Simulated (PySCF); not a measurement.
Isomers of C8H11N3, mass 149.095 u with the commonest isotopes. Method used: PBE0/pcSseg-1 in PySCF (dipole) on a GFN2-xTB geometry, gas phase. One conformer each, none proved a minimum here; rigid rotors.

Task: Order these by rotational constant B, smallest first.
A. `n1c(ccn1C(C)(C)C)C#N`
B. `[CH2:1]=[CH:2][CH2:3][n:4]1[n:5][cH:6][c:7]([CH:8]2[CH2:9][CH2:10]2)[n:11]1` with C1–C2–C3–N4 -122°, C2–C3–N4–N5 90°, C6–C7–C8–C9 30°
C. `[CH3:1][CH2:2][C@H:3]([CH3:4])[n:5]1[n:6][cH:7][cH:8][c:9]1[C:10]#[N:11]` with C1–C2–C3–C4 -175°, C2–C3–N5–N6 60°
D. `[CH2:1]=[CH:2][n:3]1[n:4][c:5]([CH3:6])[c:7]([CH:8]2[CH2:9][CH2:10]2)[n:11]1` with C1–C2–N3–N4 178°, C5–C7–C8–C9 -145°

Result: B (523.1 MHz), A (678.4 MHz), D (908.8 MHz), C (1026 MHz).

Task: Order these by out-of-plane moment Σ m c² = (Ia + Ib − Ic)/2, largest first.
A. `[CH2:1]=[CH:2][n:3]1[n:4][c:5]([CH3:6])[c:7]([CH:8]2[CH2:9][CH2:10]2)[n:11]1` with C1–C2–N3–N4 178°, C5–C7–C8–C9 -145°
B. `CC(C)(C)N1C=CC(C#N)=N1`
C. `[CH3:1][CH2:2][C@H:3]([CH3:4])[n:5]1[n:6][cH:7][cH:8][c:9]1[C:10]#[N:11]` with C1–C2–C3–C4 -175°, C2–C3–N5–N6 60°
D. `[CH2:1]=[CH:2][CH2:3][n:4]1[n:5][cH:6][c:7]([CH:8]2[CH2:9][CH2:10]2)[n:11]1` with C1–C2–C3–N4 -122°, C2–C3–N4–N5 90°, C6–C7–C8–C9 30°

Result: C (128.80 u·Å²), D (57.59 u·Å²), B (55.60 u·Å²), A (21.28 u·Å²).

Task: Order these by rotational constant A, smallest first.
A. `[CH2:1]=[CH:2][CH2:3][n:4]1[n:5][cH:6][c:7]([CH:8]2[CH2:9][CH2:10]2)[n:11]1` with C1–C2–C3–N4 -122°, C2–C3–N4–N5 90°, C6–C7–C8–C9 30°
B. `[CH3:1][CH2:2][C@H:3]([CH3:4])[n:5]1[n:6][cH:7][cH:8][c:9]1[C:10]#[N:11]` with C1–C2–C3–C4 -175°, C2–C3–N5–N6 60°
C. `CC(C)(C)n1ccc(C#N)n1`
D. `[CH2:1]=[CH:2][n:3]1[n:4][c:5]([CH3:6])[c:7]([CH:8]2[CH2:9][CH2:10]2)[n:11]1` with C1–C2–N3–N4 178°, C5–C7–C8–C9 -145°

Result: B (1327 MHz), D (1588 MHz), C (2563 MHz), A (3641 MHz).

```csv
SMILES,point group,Ia (u·Å²),Ib (u·Å²),Ic (u·Å²),κ,μa (D),μb (D),μc (D)
CC[C@H](C)n1nccc1C#N,C1,380.90,492.49,615.79,-0.19,1.54,1.92,0.13
C=CCn1ncc(C2CC2)n1,C1,138.82,966.10,989.73,-0.99,0.15,0.33,0.05
C=Cn1nc(C)c(C2CC2)n1,near Cs,318.17,556.11,831.71,-0.39,1.32,0.33,0.02
CC(C)(C)n1ccc(C#N)n1,Cs,197.18,744.98,830.95,-0.93,6.48,2.70,0.00
```
